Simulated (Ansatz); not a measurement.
`C/C=N\[SiH3]` + `F[SiH2]N[SiH3]` → `F[SiH2]N([SiH3])[SiH3]` + `CC=N` at 400 K and 1 bar (ligand exchange at the Si–N bond).

Calculated with Ansatz (gas phase, PBE0-D4/def2-TZVP geometries, no zero-point term in ΔE). CBS: MP2 limit from def2 TZ/QZ plus the TZ coupled-cluster correction, frozen cores. This one scheme is used for every species. One conformer a species, not always the lowest.

```tsv
species	CCSD(T)/CBS energy (Eh)	H − E (kJ/mol)	S (J/(mol·K))
`C/C=N\[SiH3]`	-424.08411	248.5	350.0
`F[SiH2]N[SiH3]`	-736.37696	194.2	372.8
`F[SiH2]N([SiH3])[SiH3]`	-1026.67748	245.2	439.6
`CC=N`	-133.79309	199.7	281.6
```

H − E and S are ideal-gas, rigid-rotor, harmonic terms from PBE0-D4/def2-TZVP, for one conformer and one mirror image of each species. 1 Eh = 2625.50 kJ/mol, R = 8.31446 J/(mol·K).

Problem. By hand: ΔE, ΔH, ΔS and ΔG.

Solution. ΔE = (-1026.67748) + (-133.79309) − (-424.08411) − (-736.37696) = -0.00950 Eh = -24.9 kJ/mol. Δ(H − E) = 245.2 + 199.7 − 248.5 − 194.2 = 2.2, so ΔH = -22.7 kJ/mol. ΔS = 439.6 + 281.6 − 350.0 − 372.8 = -1.6 J/(mol·K). ΔG = -22.7 − 400 × (-1.6)/1000 = -22.1 kJ/mol.

Problem. By hand: the equilibrium constant, and the temperature at which ΔG would vanish if ΔH and ΔS stayed fixed.

Solution. log₁₀ K = −ΔG/(RT ln 10) = 2.9. ΔG = 0 at ΔH/ΔS = 14188 K, far beyond where these terms or the molecules hold.

The number of gas molecules stays the same, so ΔS is small and ΔH decides. A doubt of 5 kJ/mol in ΔE shifts log₁₀ K by 0.7 here. Other conformers and mirror images would add mixing entropy, several J/(mol·K) or more a flexible species. Modes under 60 cm⁻¹, often nearly free rotors, make the harmonic entropy too high. These are equilibria of isolated gas molecules and say nothing of rates. Largest T1 diagnostic: 0.013 (customary marks: 0.02 for closed shells, 0.045 for open ones).
